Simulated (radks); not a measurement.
Results of a calculation; reference values are marked as such.
Problem. Cr7+, configuration [Ne] 3s2 3p5 (the NIST ground configuration). Level of theory: non-relativistic Kohn-Sham, TPSS, spin-polarised, spherical densities, point nucleus; open shells are filled with parallel spins first; meta-GGA in the generalised Kohn-Sham scheme (a radial shooting solver on a logarithmic mesh with Libxc functionals). Some entries of the table are withheld. Estimate them.

| orbital | occ. | eigenvalue (hartree) | <1/r> (bohr^-1) |
|---|---|---|---|
| 1s up | 1 | -220.3051 | 23.53 |
| 1s down | 1 | -220.2849 | 23.53 |
| 2s up | 1 | (1) | 4.994 |
| 2s down | 1 | (2) | 4.994 |
| 2p up | 3 | (3) | 4.930 |
| 2p down | 3 | (4) | 4.929 |
| 3s up | 1 | -7.50767 | (5) |
| 3s down | 1 | -7.42499 | (6) |
| 3p up | 3 | -6.41860 | 1.604 |
| 3p down | 2 | -6.33938 | 1.600 |

Solution. 
(1) 2s up eigenvalue (hartree): -29.75041
(2) 2s down eigenvalue (hartree): -29.73778
(3) 2p up eigenvalue (hartree): -26.06507
(4) 2p down eigenvalue (hartree): -26.04314
(5) 3s up <1/r> (bohr^-1): 1.690
(6) 3s down <1/r> (bohr^-1): 1.686
